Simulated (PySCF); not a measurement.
How methods differ on the excitation energy of Ru²⁺

Ru²⁺ [Kr] 4d6 (5D) → Ru²⁺ [Kr] 4d5 5s1 (7S), as a difference of total energies. Computed with PySCF 2.14 in x2c-TZVPPall with one added diffuse shell each of s, p, d, f type (9s7p7d3f1g, 95 functions), with the spin-free X2C one-electron Hamiltonian (Gaussian nucleus). Correlated levels: valence: [Kr] frozen; valence and next inner shell: [Ar] 3d10 frozen. The calculations carry no spin-orbit coupling.

```json
{"method": "UHF", "excitation energy (cm⁻¹)": "21024"}
{"method": "LDA", "excitation energy (cm⁻¹)": "26415"}
{"method": "PBE", "excitation energy (cm⁻¹)": "26682"}
{"method": "PBE0", "excitation energy (cm⁻¹)": "27178"}
{"method": "r2SCAN", "excitation energy (cm⁻¹)": "24975"}
{"method": "TPSS", "excitation energy (cm⁻¹)": "28745"}
{"method": "MP2 (valence)", "excitation energy (cm⁻¹)": "26460"}
{"method": "SCS-MP2 (valence)", "excitation energy (cm⁻¹)": "31368"}
{"method": "MP2 (valence and next inner shell)", "excitation energy (cm⁻¹)": "24033"}
{"method": "SCS-MP2 (valence and next inner shell)", "excitation energy (cm⁻¹)": "27120"}
```

A first-order spin-orbit estimate (lowest level to lowest level, LS coupling) adds 0.143 eV.
